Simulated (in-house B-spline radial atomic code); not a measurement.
Ionisation energies along the 29-electron series, configuration [Ar] 3d10 4s1, as differences of self-consistent energies. NIST's values go from ground level to ground level; the uncertainty of those that are theory runs from under 0.1 % in few-electron ions to several per cent in heavy many-electron ones. Computed with a B-spline radial code for spherical atoms: non-relativistic Hartree-Fock, average of the configuration, point nuclei.

This level leaves out relativity, spin-orbit splitting included, which matters for heavy ions.

```csv
ion,configuration after,ionisation energy (eV),IE/(q+1)² (eV),-ε less Coulomb ΔSCF (eV),tabulated value (eV),tabulated kind,computed minus tabulated (eV)
Nd31+,[Ar] 3d10,1190.4,1.1625,0.14453,1238.42,semi-empirical,-48.0
Pm32+,[Ar] 3d10,1256.4,1.1537,0.1454,1308.7,semi-empirical,-52.3
Sm33+,[Ar] 3d10,1324.1,1.1454,0.14624,1381.56,semi-empirical,-57.4
Eu34+,[Ar] 3d10,?,?,?,?,semi-empirical,?
Gd35+,[Ar] 3d10,?,?,?,?,semi-empirical,?
Tb36+,[Ar] 3d10,1537.6,1.1231,0.14857,1610.4,semi-empirical,-72.8
Dy37+,[Ar] 3d10,1612.1,1.1164,0.1493,1691.7,semi-empirical,-79.6
Ho38+,[Ar] 3d10,?,?,?,?,semi-empirical,?
Er39+,[Ar] 3d10,1766.4,1.104,0.15068,1858.5,semi-empirical,-92.1
Tm40+,[Ar] 3d10,1846.1,1.0982,0.15133,1945.2,semi-empirical,-99.1
```

(1) Fill in the row of Eu34+.

(2) Fill in the row of Gd35+.

(3) Fill in the row of Ho38+.

(4) How far is this level of theory from the measured and semi-empirical values?

Results:

(1) ionisation energy (eV): 1393.6; IE/(q+1)² (eV): 1.1376; -ε less Coulomb ΔSCF (eV): 0.14704; tabulated value (eV): 1456.06; computed minus tabulated (eV): -62.5.

(2) ionisation energy (eV): 1464.7; IE/(q+1)² (eV): 1.1302; -ε less Coulomb ΔSCF (eV): 0.14782; tabulated value (eV): 1532.3; computed minus tabulated (eV): -67.6.

(3) ionisation energy (eV): 1688.4; IE/(q+1)² (eV): 1.1101; -ε less Coulomb ΔSCF (eV): 0.15; tabulated value (eV): 1773.6; computed minus tabulated (eV): -85.2.

(4) Over those 10 rows the differences run from -99.1 to -48 eV (mean absolute value 72 eV). The calculation leaves out relativity, correlation and, in open shells, the multiplet splittings that an average leaves out.
